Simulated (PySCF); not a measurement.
C₃H₆FNSi, SMILES F/C=C1/CN[SiH2]1. Heavy atoms are numbered as in [F:1]/[CH:2]=[C:3]1/[CH2:4][NH:5][SiH2:6]1. Hydrogens are named by the atom that carries them.

Geometry optimised at r2SCAN-D4/def2-SVP. The structure was generated by enumeration; whether it is a known compound was not checked.

Method: PBE/pcSseg-1 run with PySCF.

GIAO shieldings, no solvent; atoms alike by connectivity are averaged. δ = σ(ref) − σ: ¹⁹F against CFCl3 (σ = 133.6 ppm); ¹³C against TMS (σ = 182.0 ppm); ¹⁵N against NH3 (σ = 267.0 ppm); ²⁹Si against TMS (σ = 335.4 ppm); ¹H against TMS (σ = 31.49 ppm), references at their B3LYP-D3(BJ)/def2-TZVP geometries, non-relativistic.

Computed chemical shifts:
```tsv
nucleus	atoms	count	δ (ppm)
¹⁹F	F1	1	-113.6
¹³C	C2 (CH)	1	160.3
¹³C	C3	1	121.2
¹³C	C4 (CH2)	1	62.0
¹⁵N	N5 (NH)	1	25.4
²⁹Si	Si6 (SiH2)	1	-23.8
¹H	H on C2	1	7.31
¹H	H on Si6	2	6.47
¹H	H on C4	2	5.05
¹H	H on N5	1	0.20
```
